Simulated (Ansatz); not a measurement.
Total energies of `C[O][Sn][Cl]`.

```csv
atom,x (Å),y (Å),z (Å)
C1,0.327,-0.567,-0.613
O2,-0.611,-0.754,0.417
Sn3,-1.331,0.475,1.761
Cl4,-0.129,2.439,1.131
H5,-0.135,-0.811,-1.576
H6,0.703,0.460,-0.658
H7,1.176,-1.242,-0.463
```

The species carries charge 0 and has multiplicity 1. Correlated methods include outer-core shells of Sn, which these sets cover unevenly. Sn takes the def2 core potential. Geometry: relaxed with PBE0-D4/def2-TZVP. It is one conformer, not always the lowest. Basis def2-TZVPP, the Gaussian-basis code of Ansatz.

RPA on PBE orbitals: Hartree–Fock energy of these orbitals -787.40402 Eh, correlation -1.38806 Eh (frozen core).

```csv
functional,energy without D4 (Eh),D4 term (kJ/mol)
LDA (SPW92),-787.04372,–
PBE,-789.45507,-16.6
revPBE,-789.70333,-45.0
BLYP,-789.69805,-35.8
r2SCAN,-789.76477,-3.8
B97M-V,-789.63353,–
PBE0,-789.49879,-14.1
B3LYP,-789.86961,-27.1
r2SCANh,-789.74352,-4.1
r2SCAN0,-789.71300,-4.6
HSE06 (plane-wave form),-789.48400,-13.3
BHLYP,-789.64183,-23.4
CAM-B3LYP,-789.72758,-14.6
LC-ωPBE,-789.60344,–
ωB97X-V,-789.64721,–
ωB97M-V,-789.66087,–
B2PLYP,-789.35499,–
PBE-QIDH,-789.19944,–
```

B3LYP takes the VWN-RPA correlation (the form of Gaussian; ORCA's B3LYP/G). HSE06 is the plane-wave form, built on full-range PBE exchange. The double hybrids freeze the cores in their second-order part.

LC-ωPBE has ω = 0.4 bohr⁻¹.
